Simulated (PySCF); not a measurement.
## Working out the ionisation energy of Zn¹⁶⁺

Zn¹⁶⁺ [Ne] 3s2 3p2 (3P) → Zn¹⁷⁺ [Ne] 3s2 3p1 (2P). Computed with PySCF 2.14 in an uncontracted even-tempered set (17 s from 1.2 bohr⁻², ratio 2.5; 11 p from 1.6 bohr⁻², ratio 2.5; 5 d from 7.8 bohr⁻², ratio 2.7; 4 f from 12 bohr⁻², ratio 2.7), with the non-relativistic Hamiltonian (point nucleus). Frozen: 1s2; the 18 highest virtual orbitals dropped. Energies in hartree (1 hartree = 27.21139 eV):

| part | Zn¹⁶⁺ (lower) | Zn¹⁷⁺ (upper) |
| --- | --- | --- |
| UHF | -1648.055733 | -1627.011059 |
| CCSD correlation | -0.470766 | -0.454321 |
| (T) | -0.002422 | -0.002417 |

What does Hartree-Fock give?

(-1627.011059) − (-1648.055733) = 21.044674 hartree = 572.655 eV.

What do CCSD and CCSD(T) give?

The CCSD correlation energies differ by 0.016445 hartree = 0.447 eV and the triples by 0.000005 hartree = 0.000 eV, so CCSD gives 573.102 eV and CCSD(T) 573.102 eV.

A first-order spin-orbit estimate adds -0.098 eV to CCSD(T) (outer shells), giving 573.004 eV against 577.8 ± 1.3 eV (semi-empirical (NIST evaluation); NIST Atomic Spectra Database, ionization energies).

The calculation is non-relativistic.

What remains against the reference includes basis incompleteness, the frozen core and higher excitations.
